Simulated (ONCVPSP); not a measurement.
**What one change does to a pseudopotential (Sc, ONCV)**

ONCVPSP 4.0.1 input, shortened (lines: element, Z, core and valence counts, functional; n l f; lmax; l rc ep ncon nbas qcut; lloc lpopt rc5 dvloc0; l nproj debl; icmod fcfact rcfact), PBE, scalar-relativistic:

```
  Sc 21.00    5    2        4      upf
    1    0    2.00
    2    0    2.00
    2    1    6.00
    3    0    2.00
    3    1    6.00
    3    2    1.00
    4    0    1.00
    3
    0    3.15    0.00    3    8    2.50
    1    3.40    0.08    4    9    2.70
    2    1.80    0.00    3    8    8.20
    3    2.90    0.16    4    8    4.20
    2    5    1.80    0.00
    0    2    2.70
    1    1    1.60
    2    0    3.90
    3    2    2.20
    3    2.00    1.55
```

In the p channel the program set the typed energies aside and used 0.050 Ha.

Change: all radii but the core radius scaled by about 1.19 (s 3.74, p 4.02, d 2.14, f 3.44 bohr).

Cutoffs: the cutoffs (Ha) at which the residual kinetic energy of the hardest occupied pseudo-wave falls to 1 and 0.1 mHa per electron; they do not see the model core or the augmentation charge, which bear on the density cutoff. Errors are all-electron minus pseudo energies relative to the spin-unpolarised reference configuration.

**Question.** Predict the effect on cutoff, ghosts and configuration errors.

**Answer.** The potential gets softer (25 Ha and 28 Ha → 22 Ha and 25 Ha); the bound ghosts move from f, p, s to f, p; the lowest positive-energy flag moves from none to s at 5.2 eV; the number of tests with a reliable result goes from 3 to 4; of the 3 tests that both files solve, the error grows in 0 and shrinks in 3 by more than 15 % and 0.3 meV (median size 23.0 → 13.2 meV). A larger radius leaves more room for a smooth pseudo-wave, so fewer plane waves are needed. That the errors move this way runs against the usual rule that smaller radii transfer better.

| quantity | base | changed |
| --- | --- | --- |
| cutoff, loose | 25 Ha | 22 Ha |
| cutoff, tight | 28 Ha | 25 Ha |
| loose cutoff by channel | s 2.2 Ha, d 25 Ha | s 2.0 Ha, d 22 Ha |
| bound ghosts | s, p, f | p, f |
| GHOST(+) flags under 300 eV | none | s at 5.2 eV |
| tests with a reliable result | 3 of 4 | 4 of 4 |
| error for 3d1 4s0, meV [ΔE 12.77 eV] | +60 | +40 |
| error for 3d1 4s1.5, meV [ΔE -4.14 eV] | -5.3 | -2.4 |
| error for 3d1 4s0 4p1, meV [ΔE 3.43 eV] | +23 | +13 |
| rms error of d²Exc/dni dnj with the model core, mHa | 30.76 | 30.18 |

 A true bound ghost makes a file unfit for plane-wave use even where its test errors are small: the radial tests pick states by their node count and pass the ghost by.
